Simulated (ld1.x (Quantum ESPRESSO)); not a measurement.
# What one change does to a pseudopotential (nickel (Ni), TM)

ld1.x (Quantum ESPRESSO) 7.5 input, shortened:

```
&input
   title='Ni', zed=28., rel=1, dft='WC', iswitch=3,
   config='[Ar] 3d8 4s2 4p0'
 /
 &inputp
   pseudotype=2, tm=.true., lloc=-1, rcloc=0.90,
   nlcc=.true., new_core_ps=.true., rcore=0.35
 /
3
4S  1  0   2.00   0.00  2.45  2.45  0.0
3P  2  1   6.00   0.00  0.70  0.70  0.0
3D  3  2   8.00   0.00  1.50  1.50  0.0
 &test
   configts(1)='3p6 3d8 4s2 4p0'
 /
```

All-electron outer shells of the reference configuration (Wu–Cohen, scalar-relativistic, ld1.x):

```
shell  level (eV)  outermost node (bohr)  outermost maximum (bohr)
   2p     -844.73                      –                      0.16
   3s     -110.84                   0.30                      0.64
   3p      -71.31                   0.27                      0.65
   3d       -8.91                      –                      0.63
   4s       -5.68                   0.92                      2.24
   4p       -1.18                   1.00                      3.14
```

Change: wave 3p (bound): rc 0.70 bohr becomes 3p (bound): rc 0.48 bohr.

Cutoffs: the cutoffs (Ry, on a coarse ladder) from which the occupation-weighted sum of valence levels, in a spherical-Bessel basis at the reference potential, stays within 10 and 1 mRy of its value at 400 Ry; they do not see the model core or the augmentation charge, which bear on the density cutoff. Errors are all-electron minus pseudo energies relative to the spin-unpolarised reference configuration.

Task: What does the change do?

Result: Both files keep a bound ghost (s); the p channel binds one level more than in the base; of the 7 tests that both files solve, the error grows in 1 and shrinks in 2 by more than 15 % and 0.3 meV (median size 26.7 → 26.9 meV).

| quantity | base | changed |
| --- | --- | --- |
| cutoffs, loose and tight | 180 Ry, over 300 Ry | not determined |
| bound ghosts | s | s |
| error for 3p6 3d8 4s1 4p0, meV [ΔE 9.36 eV] | -3.8 | -3.8 |
| error for 3p6 3d8 4s0 4p0, meV [ΔE 26.61 eV] | -34 | -34 |
| error for 3p6 3d7 4s0 4p0, meV [ΔE 64.08 eV] | -27 | -27 |
| error for 3p6 3d8 4s0 4p1, meV [ΔE 15.11 eV] | -23 | -17 |
| error for 3p6 3d9 4s0 4p0, meV [ΔE 6.25 eV] | -48 | -48 |
| error for 3p6 3d8 4s1 4p1, meV [ΔE 4.67 eV] | -2.6 | +1.0 |
| error for 3p6 3d7 4s2 4p1, meV [ΔE 10.60 eV] | +31 | +37 |
| s: phases at 2.65 bohr within 0.05 rad from the reference energy up to (Ry; the scan ends near 5) | 2.2 | 2.2 |
| p: phases at 2.65 bohr within 0.05 rad from the reference energy up to (Ry; the scan ends near 5) | to the end of the scan | n/a |
| d: phases at 2.65 bohr within 0.05 rad from the reference energy up to (Ry; the scan ends near 5) | 1.3 | 1.3 |

 A true bound ghost makes a file unfit for plane-wave use even where its test errors are small: the radial tests pick states by their node count and pass the ghost by.
